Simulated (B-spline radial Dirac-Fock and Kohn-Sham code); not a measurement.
**Satellites and hypersatellites of the K lines of Re²⁸⁺**

System: the Re²⁸⁺ ion in the configuration [Kr] 4d10 4f1.

Input file task.json (cfg lists n, l and occupation; rrms is the nuclear radius in fm):

```json
{"items": [{
  "Z": 75,
  "q": 28,
  "cfg": [[1, 0, 2], [2, 0, 2], [2, 1, 6], [3, 0, 2], [3, 1, 6], [3, 2, 10], [4, 0, 2], [4, 1, 6], [4, 2, 10], [4, 3, 1]],
  "A": 187,
  "rrms": 5.3698,
  "do": ["binding", "quiet", "double"]
}]}
```

Command: `python xray_run.py task.json out`

Method: Dirac-Fock energy differences between relaxed states, corrected for Breit and QED terms. Computed with a B-spline atomic structure program. Each two-hole energy is an average over J within one jj subconfiguration, not an observable level; in light atoms, where LS coupling holds, the j-resolved values are not observed lines, and for a K spectator the Kα1 hypersatellite is nearly forbidden. Correlation and solid-state effects are left out.

Lines without a spectator: Kα2 (K-L2) 59706.9 eV, Kα1 (K-L3) 61128.8 eV, Kβ3 (K-M2) 68977.7 eV, Kβ1 (K-M3) 69293.2 eV. Shifts in eV with one spectator hole (a dash: not computed, or left out as unreliable):

```tsv
spectator hole	Kα2	Kα1	Kβ3	Kβ1
K (1s)	+1001.3	+1079.3	+1298.2	+1316.7
L2 (2p1/2)	+128.1	+173.3	–	+330.1
L3 (2p3/2)	+95.3	+105.1	+246.3	–
M2 (3p1/2)	–	+27.44	+54.2	+64.5
M3 (3p3/2)	+14.67	–	+45.9	+47.0
M4 (3d3/2)	+4.72	+1.26	–	–
M5 (3d5/2)	-0.80	+3.33	–	–
```
